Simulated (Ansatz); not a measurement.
Ansatz (a program for electronic structure) input (RPA@PBE/cc-pVTZ):

Ansatz 0.2 input:
```yaml
crystal:
  periodic: [false, false, false]
  atoms:
    - {symbol: C, position_ang: [2.03097497, -0.02281047, -0.25074484]}
    - {symbol: C, position_ang: [0.81218079, -0.11676973, 0.63125069]}
    - {symbol: C, position_ang: [-0.57736904, -0.02011437, -0.10073065]}
    - {symbol: C, position_ang: [-1.80004701, 0.29657900, 0.74971998]}
    - {symbol: O, position_ang: [-0.64448120, -0.19639914, -1.27421933]}
    - {symbol: H, position_ang: [2.90527861, -0.09724919, 0.40195094]}
    - {symbol: H, position_ang: [2.08993151, 0.93470140, -0.76706392]}
    - {symbol: H, position_ang: [2.07940364, -0.83071988, -0.97818382]}
    - {symbol: H, position_ang: [0.70509181, -1.09211320, 1.12548431]}
    - {symbol: H, position_ang: [0.75002630, 0.66235288, 1.39508097]}
    - {symbol: H, position_ang: [-1.76639068, 1.37733539, 0.92018303]}
    - {symbol: H, position_ang: [-1.69524912, -0.22495205, 1.70032762]}
    - {symbol: H, position_ang: [-2.70668083, 0.02053110, 0.21900459]}
basis:
  gaussian:
    orbitals: cc-pVTZ
hamiltonian:
  xc: pbe
total_charge: 1
magnetization: {spin_polarized: true, initial_magnetization: 1}
correlation: {method: rpa, electrons: outside_noble_gas}
```

Output:

```
Functional definition: PBE
integrals: 0.77 GiB planned
1487 factors; integrals over basis functions are off by at most 1.1e-3 eV
mean field: 1.54 GiB planned
mean field evaluation 1: about -6292.8071 eV, gradient 6.4e1 eV
mean field evaluation 2: about -6292.7993 eV, gradient 6.4e1 eV
mean field evaluation 4: about -6305.7991 eV, gradient 3.4e1 eV
mean field evaluation 8: about -6310.7999 eV, gradient 3.4e-1 eV
mean field evaluation 16: about -6310.7980 eV, gradient 3.0e-3 eV
mean field evaluation 32: about -6309.9906 eV, gradient 4.0e0 eV
mean field -6310.79800506 eV, -231.9175490734 hartree, gradient 7.3e-6 eV, S^2 0.752789; 4 other end points of the search recorded, 0 dependent functions left out
5 core orbitals not correlated
reference -6277.71790225 eV, -230.7018777176 hartree; 15, 14 occupied and 242, 243 virtual orbitals, 1487 factors
Total energy: -6317.76896648 eV, -232.1737271805 hartree
```
